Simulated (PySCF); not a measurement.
**Relaxation of quartet TaHCl**

Computed with UPBE0/[Ta def2-TZVP with ECP60, H def2-TZVP, Cl def2-TZVP], scalar-relativistic core potentials, density fitting, no spin–orbit coupling, PySCF. A (50,194) grid was used.

A hand-made bent start, of Cs symmetry, held to at least that symmetry:

```xyz
3
charge 0 multiplicity 4, angstrom
Ta   -0.3167    0.0000   -0.2313
H    -1.7748    0.0000    0.7897
Cl    1.6902    0.0000    1.1740
```

**Question.** What does it relax to?

**Answer.** It ends at Cs with Ta–Cl 2.283 Å, Ta–H 1.801 Å; Cl–Ta–H 131.9° (after a last refinement on a finer grid). A frequency run shows a minimum.

**Question.** How much energy is released, and in how many steps?

**Answer.** 32.1 kJ/mol in 7 steps.

Open d and f shells are described by one determinant, and the ground state may have another occupation or spin. No spin–orbit coupling is included, which matters more the heavier the element.
